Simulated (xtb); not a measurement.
CH4AlFOS, SMILES C[S][Al]([OH])[F]. All values are semi-empirical tight-binding results from xtb (GFN2-xTB unless named), good for trends rather than for accurate numbers. The structure is a stationary point at GFN2-xTB. Other conformers were not sampled.

For metal compounds this method's bond lengths and energies can be far off.

```json
{
  "orbital_gap": "3.21 eV",
  "zero_point_energy": "33.5 kcal/mol",
  "G − E(el) at 298.15 K (modified RRHO)": "12.7 kcal/mol"
}
```
